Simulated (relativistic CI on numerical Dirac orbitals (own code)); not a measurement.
**W²⁺: 5d valence photoemission**

Computed with this model: Dirac-Coulomb-Breit CI, orbitals from a KLI potential per configuration, a model potential for QED, multiplet model of photoemission in the sudden approximation, unscaled Slater integrals; configurations [Xe] 4f14 5d4 → [Xe] 4f14 5d3; 300 K; Lorentzian 0.3 eV and Gaussian 0.5 eV FWHM. Energies are those of the free ion, without screening or charge transfer. The energies are binding energies and can lie tens of eV above those of solids. S is read from ⟨S²⟩ = S(S + 1).

Field parameters in Wybourne normalisation: Oh B⁴₀ = 21Dq, B⁴₄ = √(5/14) B⁴₀. The field is a parameter set, without covalency.

free ion: ground-state S = 1.91, centroid 25.15 eV. Peaks (eV, height): 24.7 (100), 26.2 (36).

Oh, 10Dq = 5500 cm⁻¹: ground-state S = 1.89, centroid 25.20 eV. Peaks (eV, height): 24.4 (100), 25.0 (96), 26.6 (33).

Oh, 10Dq = 15250 cm⁻¹: ground-state S = 1.50, centroid 25.22 eV. Peaks (eV, height): 24.0 (84), 25.6 (100).

Oh, 10Dq = 24950 cm⁻¹: ground-state S = 1.08, centroid 25.47 eV. Peaks (eV, height): 24.2 (82), 26.0 (100), 27.1 (23).

Oh, 10Dq = 34700 cm⁻¹: ground-state S = 1.01, centroid 25.91 eV. Peaks (eV, height): 24.6 (81), 26.4 (100), 27.7 (26).

Oh, 10Dq = 44400 cm⁻¹: ground-state S = 1.00, centroid 26.38 eV. Peaks (eV, height): 25.0 (80), 26.9 (100), 28.2 (27).

Strongest unbroadened transitions for free ion:

| Energy (eV) | Relative strength |
| --- | --- |
| 24.43 | 0.8 |
| 24.57 | 100.0 |
| 24.78 | 1.0 |
| 24.92 | 51.8 |
| 25.15 | 0.2 |
| 26.08 | 0.4 |
| 26.19 | 0.1 |
| 26.22 | 41.8 |
| 26.70 | 0.2 |
| 26.84 | 4.1 |
| 27.03 | 0.1 |
| 27.17 | 7.9 |
| 27.79 | 0.1 |
| 28.14 | 0.6 |
| 28.78 | 0.3 |
| 30.91 | 0.0 |
